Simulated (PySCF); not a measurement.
C4H4F2O2, SMILES O1C(C)=COC1(F)F. Atoms are numbered in the order given.

```xyz
12

C     -0.5437     2.6432     0.0000
C      0.0297     1.2858     0.0000
C      1.2704     0.7957     0.0000
O      1.2225    -0.5813     0.0000
C     -0.1025    -0.9291     0.0000
F     -0.3916    -1.6743     1.0687
F     -0.3916    -1.6743    -1.0687
O     -0.8515     0.2198     0.0000
H      0.2579     3.3927     0.0000
H     -1.1749     2.7999     0.8888
H     -1.1749     2.7999    -0.8888
H      2.2493     1.2632     0.0000
```

Geometry: PBE0-D3(BJ)/def2-SVP. One conformer was computed; it need not be the lowest.

The numbers are results of PBE/def2-TZVP (PySCF), not measurements.

The molecule is in vacuum.

The total energy is -504.62919 hartree and the point group is Cs. The highest occupied level comes out as -5.51 eV and the lowest empty level comes out as -0.55 eV. The orbital gap is 4.96 eV. The dipole moment comes out as 3.26 D and the quadrupole, principal values (traceless, Buckingham form, about the centre of nuclear charge) comes out as -4.10, 0.08, 4.01 D·Å.
